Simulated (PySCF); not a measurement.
All numbers come from PySCF, PBE0, basis Mo def2-TZVP with ECP28, O def2-TZVP, F def2-TZVP (scalar-relativistic core potentials, no spin–orbit coupling, density fitting). Open shells, if any, are unrestricted.

Q: What spin state, shape and geometry does isolated MoOF2 take (every ligand bound to Mo)?

A: Formally Mo is in oxidation state +4, d2, with 2 unpaired electrons (the high-spin count). The Mulliken spin on Mo is 2.09. The polar-tensor charge on Mo, 2.12, is far below the formal one. The lowest minimum found is a triplet of C2v symmetry with Mo–F 1.870 Å (×2), Mo–O 1.652 Å; F–Mo–F 116.2°, F–Mo–O 121.9° (×2). Its harmonic wavenumbers are 154 (b1), 169 (a1), 212 (b2), 664 (a1), 676 (b2), 1081 (a1) cm⁻¹ and its dipole moment is 0.11 D.

This need not be the most stable arrangement of these atoms. With open d or f shells other occupations or spin states may lie lower.
